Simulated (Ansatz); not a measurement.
`FC(F)(F)c1ccc(-c2ccc(-c3ccc(-c4ccc(C(F)(F)F)o4)o3)o2)o1`. Charge 0, multiplicity 1. Geometry r2SCAN-D4/def2-SVP; atoms count from 1.

Cartesian coordinates in Å:
```
F -6.0305 -2.7894 -0.0407
C -6.3847 -1.8007 0.7979
F -6.6066 -0.7122 0.0414
F -7.5414 -2.1446 1.3831
C -5.3545 -1.5560 1.8402
C -5.3889 -1.6190 3.2086
C -4.0801 -1.2746 3.6465
C -3.3427 -1.0242 2.5030
C -1.9795 -0.6377 2.2928
C -0.9336 -0.3816 3.1612
C 0.1821 -0.0401 2.3568
C -0.2525 -0.1102 1.0449
C 0.3897 0.1164 -0.2089
C -0.0495 0.0446 -1.5183
C 1.0625 0.3852 -2.3296
C 2.1097 0.6419 -1.4656
C 3.4712 1.0273 -1.6679
C 4.5166 1.2840 -0.8014
C 5.6319 1.6245 -1.6182
C 5.1872 1.5512 -2.9119
C 5.8554 1.7868 -4.2178
F 5.2636 2.7698 -4.9185
F 5.8393 0.6925 -4.9987
F 7.1343 2.1332 -4.0114
O 3.8796 1.1902 -2.9555
O 1.7028 0.4794 -0.1748
O -1.5631 -0.4722 1.0068
O -4.1229 -1.1971 1.4023
H -6.2503 -1.8817 3.8191
H -3.7207 -1.2160 4.6719
H -0.9728 -0.4348 4.2477
H 1.1852 0.2258 2.6829
H -1.0551 -0.2223 -1.8366
H 1.1070 0.4397 -3.4154
H 4.4734 1.2304 0.2841
H 6.6378 1.8912 -1.3002
```

Single mean-field runs in def2-TZVP are fitted with def2-universal-jkfit.

Estimate the Mulliken populations of the heavy atoms from the PBE0/def2-TZVP orbitals of Ansatz.


```
atom  charge (e)
  F1       -0.15
  C2        0.42
  F3       -0.15
  F4       -0.16
  C5        0.02
  C6       -0.12
  C7       -0.27
  C8        0.19
  C9        0.26
 C10       -0.19
 C11       -0.24
 C12        0.23
 C13        0.21
 C14       -0.23
 C15       -0.20
 C16        0.26
 C17        0.21
 C18       -0.28
 C19       -0.12
 C20        0.02
 C21        0.43
 F22       -0.15
 F23       -0.15
 F24       -0.15
 O25       -0.20
 O26       -0.22
 O27       -0.21
 O28       -0.19
```
Mulliken values depend strongly on the basis.

And the Mayer bond orders between heavy atoms (over 0.3)?

F1–C2 1.17 (1.34 Å); C2–F3 1.17 (1.34 Å); C2–F4 1.16 (1.34 Å); C2–C5 1.05 (1.49 Å); C5–C6 1.56 (1.37 Å); C5–O28 1.14 (1.36 Å); C6–C7 1.27 (1.42 Å); C7–C8 1.50 (1.38 Å); C8–C9 1.04 (1.43 Å); C8–O28 1.10 (1.36 Å); C9–C10 1.49 (1.38 Å); C9–O27 1.10 (1.36 Å); C10–C11 1.28 (1.42 Å); C11–C12 1.48 (1.38 Å); C12–C13 1.06 (1.43 Å); C12–O27 1.13 (1.36 Å); C13–C14 1.49 (1.38 Å); C13–O26 1.12 (1.36 Å); C14–C15 1.25 (1.42 Å); C15–C16 1.49 (1.38 Å); C16–C17 1.04 (1.43 Å); C16–O26 1.11 (1.36 Å); C17–C18 1.51 (1.38 Å); C17–O25 1.11 (1.36 Å); C18–C19 1.25 (1.42 Å); C19–C20 1.56 (1.37 Å); C20–C21 1.05 (1.49 Å); C20–O25 1.13 (1.36 Å); C21–F22 1.17 (1.34 Å); C21–F23 1.17 (1.34 Å); C21–F24 1.16 (1.34 Å).
